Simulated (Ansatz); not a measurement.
Geometry optimisation, UKS B3LYP/def2-SVP in Ansatz 0.2.0.

input.yaml

```yaml
crystal:
  periodic: [false, false, false]
  atoms:
    - { symbol: W, position_ang: [0.432993, 0.12303, 0.257541] }
    - { symbol: F, position_ang: [-0.09375, -0.23368, 2.017047] }
    - { symbol: Cl, position_ang: [2.528936, 0.017107, -0.678266] }
    - { symbol: H, position_ang: [-0.366614, 1.551802, -0.154789] }
    - { symbol: H, position_ang: [-1.19107, 0.027714, -0.136522] }
    - { symbol: H, position_ang: [-0.363058, -1.298652, -0.074875] }
    - { symbol: H, position_ang: [0.040235, -0.143445, -1.365008] }
    - { symbol: Si, position_ang: [-0.071108, 0.014615, 4.805434] }
    - { symbol: H, position_ang: [-0.853678, -1.218108, 4.508793] }
    - { symbol: H, position_ang: [1.341713, -0.087003, 4.334903] }
    - { symbol: H, position_ang: [-0.7346, 1.246619, 4.28794] }
magnetization:
  spin_polarized: true
  initial_magnetization: 1
basis:
  gaussian: { orbitals: def2-SVP }
hamiltonian:
  xc: b3lyp
relax:
  f_tol: 0.03
  max_steps: 50
```

Launched with:

```bash
$ ansatz run input.yaml --threads 4 --pin off --max-ram 5120MiB --backend cpu --events-out ev --progress --plain --runs-dir out
```

**Question.** Where does it end, and by what steps?

**Answer.** The forces met the threshold. After 3 steps the energy has fallen by 0.070 eV; Si8 moved furthest, 0.40 Å.

```
step  energy less start (eV)  largest force component (eV/Å)  accepted
   0                  0.0000                           0.633       yes
   1                 -0.0558                           0.132       yes
   2                 -0.0677                           0.081       yes
   3                 -0.0700                           0.028       yes
```

```xyz
11
Properties=species:S:1:pos:R:3
W 0.437 0.118 0.034
F -0.079 -0.265 1.807
Cl 2.539 0.038 -0.891
H -0.358 1.558 -0.352
H -1.183 0.050 -0.385
H -0.378 -1.295 -0.286
H 0.067 -0.171 -1.591
Si -0.087 0.020 5.203
H -0.864 -1.212 4.880
H 1.325 -0.085 4.725
H -0.748 1.243 4.660
```

Whether the end is a true minimum wasn't checked by a vibrational analysis.

Time of the run: 19 s on 4 threads of Arm Neoverse V1, with other jobs on the host, peak memory 0.41 GiB.
